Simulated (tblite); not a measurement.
Compound: CH10OSSi3.
Structure used (GFN2-xTB), in Å, numbered top down from 1:
```xyz
16
CH10OSSi3 angstrom
Si     2.2264    0.1648   -1.0592
C      1.2961   -1.0908    0.0241
S      1.1896   -0.5724    1.7800
Si    -0.3384    0.9192    1.7388
O     -1.4258    0.5398    0.6074
Si    -2.6707   -0.1499   -0.1725
H      3.5588    0.3756   -0.4974
H      2.3037   -0.4096   -2.4050
H      1.4783    1.4221   -1.0901
H      1.8077   -2.0507    0.0528
H      0.2799   -1.2608   -0.3236
H     -0.9480    0.8730    3.0552
H      0.1818    2.2103    1.3132
H     -2.2097   -1.4350   -0.6999
H     -3.7483   -0.3285    0.7950
H     -2.9889    0.8019   -1.2312
```

Method: GFN2-xTB as coded in tblite; computed harmonic values from a numerical Hessian at the method's own geometry, unscaled. Errors from tens to a few hundred cm⁻¹ against measured bands are possible. Modes of hydrogen on silicon can be 10 to 20 % off. One conformer, not necessarily the lowest. The optimisation stopped once no atom felt more than 0.01 eV/Å.

Lowest wavenumbers of the output (negative numbers stand for imaginary wavenumbers):
```
mode    cm-1
  1     -59.5
  2       7.6
  3      49.7
  4      73.6
  5      83.0
  6     119.3
  7     150.2
  8     183.8
  9     236.8
 10     482.0
```

**Question.** Is this structure a minimum?

**Answer.** Not by this Hessian. 1 mode is imaginary beyond 20i (60i cm⁻¹), so at this level the point lies at or near a first-order saddle. The curvature is small, so loose convergence or finite differences may be the whole cause.

**Question.** Which atoms move in the imaginary mode?

**Answer.** 60i: H16 (Si–H hydrogen) 34 %, H14 (Si–H hydrogen) 33 %, H15 (Si–H hydrogen) 29 %. These are shares of the mass-weighted motion.

**Question.** What is the remedy?

**Answer.** Step along that mode in both directions, optimise again with tighter thresholds and repeat the frequencies. The zero-point energy of this point (61.2 kcal/mol) counts the 41 real modes alone, and thermal corrections from it aren't those of a minimum.

Hardware: an Arm Neoverse V1 with one thread (shared host). Cost: 0.71 s of wall time. This covers the Hessian and the dipole derivatives.
